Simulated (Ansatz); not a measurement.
A structure relaxed at B3LYP-D4/def2-SVPD in Ansatz, charge -1, singlet:

Cartesian coordinates in Å:
```
Tl 1.417 1.470 -2.637
Tl -0.634 -0.652 2.286
Tl 1.271 1.329 0.742
Tl -0.850 -0.910 -1.388
H 0.022 0.010 -3.294
H -2.249 -0.240 3.153
H 1.530 -0.241 -0.995
H -0.300 1.509 -0.998
H -0.206 -2.276 3.130
```

Task: Give its formula and point group.

Result: Tl₄H₅⁻. Point group Cs (tolerance 0.1 Å).

Task: Summarise the bond lengths by kind (pairs closer than 1.2 times the sum of covalent radii, bridged metal pairs left out).

Result: 2 × Tl–Tl 3.15 to 3.39 Å; 2 × H–Tl 1.88 Å.

In the def2 sets Tl takes a core potential; there is no spin–orbit coupling. Another isomer (singlet) lies 0.57 eV lower at PBE0-D4/def2-TZVPD; other spin states weren't run for this one.
